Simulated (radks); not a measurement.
The numbers below are computed, except where a source is named.
All-electron atom: the cerium ion Ce6+ in [Kr] 4d10 5s2 5p4 (the NIST ground configuration). Code: a radial shooting solver on a logarithmic mesh with Libxc functionals. Model: scalar-relativistic Kohn-Sham, LDA (Slater exchange, Perdew-Wang correlation), spin-polarised, spherical densities, point nucleus; open shells are filled with parallel spins first (spin-orbit coupling, left out, can overturn this in heavy ions).

Normalised radial functions P(r) = r R(r), r in bohr:

```
   r/bohr * 4d up, o 5s down, + 5p down (the largest magnitude, 1.27, reaches the edge; | marks zero, & curves that meet)
 0.003417                             & o
 0.005138                             &  o
 0.007788                             *+ o
  0.01171                             *+  o
  0.01761                             * +o
   0.0267                             |& +
  0.04015                           o | *  +
  0.06086                        o    |    &
  0.09153                         o   | +       *
   0.1387                         +   |  o           *
   0.2086                      +      |       o    *
   0.3163                            *&
   0.4756        *        o           |          +
    0.721  *                        o |   +
    1.084              &              |                  o
    1.644          +              *   |                 o
    2.472                     +       *     o
    3.747                            +&
```

4d up: eigenvalue -186.43 eV, 1 radial node at r = 0.307 bohr, <r> = 0.735 bohr, 90 % of the charge inside 1.10 bohr. 5s down: eigenvalue -106.39 eV, 4 radial nodes at r = 0.0303, 0.120, 0.315, 0.746 bohr, <r> = 1.41 bohr, 90 % of the charge inside 2.00 bohr. 5p down: eigenvalue -86.282 eV, 3 radial nodes at r = 0.107, 0.317, 0.795 bohr, <r> = 1.57 bohr, 90 % of the charge inside 2.23 bohr.
